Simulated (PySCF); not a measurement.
H8N3Si3, SMILES N1[SiH]N[SiH2]N[SiH2]1 (connectivity only; charge and spin as stated), charge +1, multiplicity 1.

Geometry optimised at ωB97X-D3(BJ)/def2-SVP. The multiplicity is an assumed one; other spin states were not compared. The isomer is the one that the SMILES or the coordinates give; other isomers of the formula were not compared.

Level of theory: ωB97X/def2-TZVP in PySCF.

Isolated molecule, no solvent.

The total energy comes out as -1037.50400 hartree. The point group is Cs. The highest occupied level comes out as -14.55 eV, the lowest empty level is -3.82 eV and the orbital gap is 10.73 eV. The dipole moment about the centre of nuclear charge is 3.71 D and the mean static polarisability is 81.0 bohr³ (12.00 Å³). The polarisability, principal values comes out as 65.6, 86.2, 91.2 bohr³.
